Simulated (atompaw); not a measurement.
## u(r) = r·R(r): atom against pseudo-atom (Mo (Z = 42))

Columns: radius, all-electron u(r) and pseudo u(r) of the 5p shell (level -1.74 eV) of molybdenum in the configuration [Kr] 4d5 5s0 5p1; PBE, scalar-relativistic, PAW (atompaw) scheme, atompaw 4.2.0.5.

```
r (bohr)  all-electron  pseudo
   0.115       -0.0514  0.0007
   0.231        0.0782  0.0030
   0.346        0.1045  0.0067
   0.462        0.0385  0.0120
   0.577       -0.0505  0.0188
   0.692       -0.1242  0.0273
   0.808       -0.1695  0.0375
   0.923       -0.1853  0.0493
   1.038       -0.1768  0.0628
   1.154       -0.1502  0.0782
   1.269       -0.1118  0.0951
   1.385       -0.0659  0.1137
   1.500       -0.0171  0.1337
   1.615        0.0324  0.1550
   1.731        0.0814  0.1776
   1.846        0.1278  0.2010
   1.962        0.1717  0.2252
   2.077        0.2120  0.2495
   2.192        0.2489  0.2739
   2.308        0.2827  0.2982
   2.423        0.3128  0.3217
   2.538        0.3396  0.3441
   2.654        0.3636  0.3655
   2.769        0.3845  0.3850
   2.885        0.4028  0.4028
   3.000        0.4184  0.4184
```

How many radial nodes do the two functions have?

The all-electron 5p function has n − l − 1 = 3; the pseudo-wave has 0, since the states of the same l below it are removed with the core.

Is the pseudo-wave norm-conserving?

No, it belongs to a PAW set: the norm inside the radius is not constrained, and the difference is carried by the augmentation charge.
